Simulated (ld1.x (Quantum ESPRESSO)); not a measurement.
## Sc: one change to an RRKJ potential, before and after

ld1.x (Quantum ESPRESSO) 7.5 input, shortened:

```
&input
   title='Sc', zed=21., rel=1, dft='PBE', iswitch=3,
   config='[Ar] 3d1 4s0.5 4p0'
 /
 &inputp
   pseudotype=2, tm=.false., lloc=0,
   nlcc=.true., new_core_ps=.true.
 /
3
4P  2  1   0.00   0.00  2.90  2.90  0.0
3D  3  2   1.00   0.00  1.50  1.50  0.0
4S  1  0   0.50   0.00  3.05  3.05  0.0
 &test
   configts(1)='3d1 4s0.5 4p0'
 /
```

All-electron outer shells of the reference configuration (PBE, scalar-relativistic, ld1.x):

```tsv
shell	level (eV)	outermost node (bohr)	outermost maximum (bohr)
3p	-44.63	0.39	0.97
3d	-13.80	–	1.08
4s	-12.74	1.31	2.84
4p	-9.00	1.46	3.38
```

Change: type PAW; waves now 4s (bound): rcut 2.65, rcutus 3.05 bohr; 4s channel at -0.4 Ry: rcut 2.65, rcutus 3.05 bohr; 4p (bound): rcut 2.50, rcutus 2.90 bohr; 4p channel at 0.75 Ry: rcut 2.50, rcutus 2.90 bohr; 3d (bound): rcut 1.30, rcutus 1.50 bohr; 3d channel at 0.35 Ry: rcut 1.30, rcutus 1.50 bohr; local potential all-electron potential smoothed inside 2.85 bohr (lloc = -1); augmentation PSQ, inside the norm-conserving radii.

Cutoffs: the cutoffs (Ry, on a coarse ladder) from which the occupation-weighted sum of valence levels, in a spherical-Bessel basis at the reference potential, stays within 10 and 1 mRy of its value at 400 Ry; they do not see the model core or the augmentation charge, which bear on the density cutoff. Errors are all-electron minus pseudo energies relative to the spin-unpolarised reference configuration.

Question: What does the change do?

Answer: The potential gets softer (60 Ry and 70 Ry → 40 Ry and 45 Ry); the number of tests with a reliable result goes from 7 to 0 (the test run of the changed file stopped, so its transferability is not established); the range in which the d phases agree widens (upper end -0.4 → 3.6); neither file shows a bound ghost. Several settings change at once here, so the effects cannot be laid on one of them.

```csv
quantity,base,changed
"cutoff, loose",60 Ry,40 Ry
"cutoff, tight",70 Ry,45 Ry
loose cutoff by channel (10 mRy a level),"d 60 Ry, s 6 Ry","s 6 Ry, d 40 Ry"
bound ghosts,none,none
tests with a reliable result,7 of 7,0 of 7 (the test run stopped)
s: phases at 3.32 bohr within 0.05 rad from the reference energy up to (Ry; the scan ends near 5),0.9,1.5
p: phases at 3.32 bohr within 0.05 rad from the reference energy up to (Ry; the scan ends near 5),2.1,1.9
d: phases at 3.32 bohr within 0.05 rad from the reference energy up to (Ry; the scan ends near 5),-0.4,3.6
```
